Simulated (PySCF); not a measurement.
PySCF input for CH2ClF3Si, SMILES C(F)(F)(F)[SiH2]Cl, SMD-PBE0/def2-SVP. Coordinates come from a PBE0-D3(BJ)/def2-SVP optimisation.

```python
import numpy as np
from pyscf import gto, scf, dft
from pyscf.solvent import smd

mol = gto.M(
    atom='''
    Si    0.91917410    0.58783755    0.00000000
    Cl   -0.39661346    2.16546163   -0.00000000
    C    -0.09685143   -1.05337906    0.00000000
    F    -0.87710397   -1.17047221   -1.07909108
    F    -0.87710397   -1.17047221    1.07909108
    F     0.75091978   -2.09614450   -0.00000000
    H     1.74234673    0.60575060   -1.23476931
    H     1.74234673    0.60575059    1.23476931
    ''',
    basis='def2-SVP',
    charge=0,
    spin=0,
    max_memory=1600,
    verbose=3,
)
mf = dft.RKS(mol, xc='pbe0').density_fit(auxbasis='def2-universal-jkfit')
mf.grids.level = 3
mf.conv_tol = 1e-9
mf.max_cycle = 100
mf.kernel()
res = {}
for name in ['water', 'acetonitrile', 'ethylethanoate']:
    s = mf.SMD()
    s.with_solvent.solvent, s.with_solvent.sasa_ng = name, 302
    s.kernel(mf.make_rdm1())
    res[name] = (s.e_tot, s.with_solvent.get_cds(), s.dip_moment(), s.mo_energy, s.converged)
    print(f'SMD {name}: dG(solv) = {(s.e_tot - mf.e_tot) * 627.509474:.3f} kcal/mol, of which CDS {res[name][1] * 627.509474:.3f}')
```

It prints:

```
converged SCF energy = -1087.480180652
converged SCF energy = -1087.47691342791
Dipole moment(X, Y, Z, Debye):  2.05112,  0.76250, -0.00000
SMD water: dG(solv) = 2.050 kcal/mol, of which CDS 4.122
converged SCF energy = -1087.48265851673
Dipole moment(X, Y, Z, Debye):  2.03926,  0.76249, -0.00000
SMD acetonitrile: dG(solv) = -1.555 kcal/mol, of which CDS 0.464
converged SCF energy = -1087.48266520372
Dipole moment(X, Y, Z, Debye):  1.94202,  0.76087, -0.00000
SMD ethylethanoate: dG(solv) = -1.559 kcal/mol, of which CDS 0.026
```

Self-consistency was reached.
